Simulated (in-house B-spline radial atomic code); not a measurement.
How numerical settings move a run on F, [He] 2s2 2p5. Computed with an all-electron radial atomic-structure program (B-spline basis): Dirac-Hartree-Fock, average of configuration, Fermi nucleus of rms radius 2.8976 fm.

Command:
```bash
python run_scf.py task.json out
```
Settings of the sound reference run:
```
Z                9
electrons        9
configuration    [He] 2s2 2p5
hamiltonian      dirac
method           hf
spin_polarised   False
nucleus          fermi
rms_radius       2.8976
mass_number      19
atomic_mass      18.9984
speed_of_light   137.036
knot_spacing     0.22
spline_order     8
gauss_points     12
box_radius       50
max_iterations   70
damping          0.5
damped_steps     3
diis_vectors     10
tolerance        1e-08
start            Thomas-Fermi
```

Run time, properties included: 1.5 s on 1 thread of Arm Neoverse N1, on a shared host.

It converges in 9 iterations to -99.501614 hartree, with 2p3/2 at -19.8279 eV. The other runs change the listed settings, some to values that make no sense; their results aren't properties of the atom or ion. Radii are in bohr (the nuclear one in fm), a minus after a letter asks for a j subshell, and «unchanged» means within 1e-8 hartree. The run stops when the residual is below 10 × tolerance × max(1, Z/10), or a noise floor if that is larger, and the energy moves by less than 1e-8 × √|E| hartree; so very loose and very tight tolerances often act alike.

```tsv
changed settings	outcome
gauss_points = 16, box_radius = 200, max_iterations = 100, damped_steps = 0	converged in 8 iterations, energy unchanged, 2p3/2 level -1.9e-06 eV
max_iterations = 50, diis_vectors = 2, tolerance = 1e-05	converged in 8 iterations, energy unchanged, 2p3/2 level +2.6e-04 eV
electrons = 10, configuration = [He] 2s2 2p5 3p-1, max_iterations = 100	converged in 9 iterations to -99.4976 hartree, a different physical problem (warning: 3p1/2 has a positive eigenvalue: unbound, held by the box)
max_iterations = 8	not converged after 8 iterations, last residual 1.5e-06, last energy +2.60e-11 hartree from the reference
gauss_points = 6, max_iterations = 100, damping = 0.2, diis_vectors = 1	converged in 17 iterations, energy unchanged, 2p3/2 level -2.0e-05 eV
knot_spacing = 0.15, spline_order = 7, max_iterations = 50	converged in 9 iterations, energy unchanged
gauss_points = 3	converged in 8 iterations, energy +2.18e-06 hartree from the reference, 2p3/2 level +4.5e-05 eV
max_iterations = 5	not converged after 5 iterations, last residual 2.5e-03, last energy +2.46e-04 hartree from the reference
max_iterations = 2	not converged after 2 iterations, last residual 7.3e-02, last energy +1.82e-01 hartree from the reference
```

Problem. What happens with gauss_points = 4?

Solution. Converged in 9 iterations, energy -1.06e-08 hartree from the reference.

Problem. What happens with spline_order = 5, max_iterations = 100, tolerance = 1e-05, start = bare nucleus?

Solution. Converged in 9 iterations, energy +4.47e-07 hartree from the reference, 2p3/2 level -4.7e-05 eV.

Problem. What happens with start = bare nucleus?

Solution. Converged in 10 iterations, energy unchanged, 2p3/2 level -8.9e-06 eV.

Problem. What happens with electrons = 10, configuration = [He] 2s2 2p5 1f1, max_iterations = 50?

Solution. Stopped with error: there is no 1f shell.
